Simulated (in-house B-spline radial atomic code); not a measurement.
The numbers below are computed, except where a source is named.
Ghost states of the separable form: Rb

Rb, [Kr] 5s1, non-relativistic PBE, spherical and spin-unpolarised, from an all-electron radial atomic-structure program (B-spline basis) (atomic units; all potentials screened as in the neutral atom).

Troullier-Martins channels: 5s (ε = -0.0808, r_c = 3.287 bohr), 4p (ε = -0.5896, r_c = 1.2 bohr). In the Kleinman-Bylander form one channel serves as the local potential, and each other channel l becomes |δV u><u δV|/<u|δV|u>, with δV = V_l − V_local and u the pseudo-orbital. Its strength is E_KB = <u|δV²|u>/<u|δV|u>. By the analysis of Gonze, Stumpf and Scheffler a spurious state lies below the reference level ε if E_KB > 0 and ε is above the second level of the local potential alone, or if E_KB < 0 and ε is above its first. The table's levels are those of angular momentum l in a sphere of 9 bohr, whose wall can lift a shallow ε a little above its free-atom value.

| local | channel | <u δV u> | <u δV² u> | ε | first local level | second local level |
| --- | --- | --- | --- | --- | --- | --- |
| s | p | -1.6726 | 3.7092 | -0.5896 | -0.0078 | 0.2635 |
| p | s | 0.065144 | 0.091472 | -0.0677 | -1.6409 | -0.2122 |

Q: Apply the rule to each row.

A: Local s, channel p: E_KB = -2.22, so ε = -0.5896 is set against -0.0078: no ghost. Local p, channel s: E_KB = +1.4, so ε = -0.0677 is set against -0.2122: a ghost.

Diagonalising the separable Hamiltonian gives:

```csv
local,channel,three lowest levels,"all-electron, two lowest valence levels"
s,p,"-0.5896, 0.0235, 0.3425","-0.5896, 0.0102"
p,s,"-0.8715, -0.0677, 0.1893","-0.0677, 0.1937"
```

Q: Which choices of local channel are safe?

A: Free of ghosts: s. With p local the s channel has a ghost 0.80 hartree below ε, since the local potential binds more than one state below ε, and a repulsive term of rank one raises each level at most to the next, so it clears only one of them. Among the safe choices the second level, which tests transfer, is off by at most 13.4 millihartree (s local).
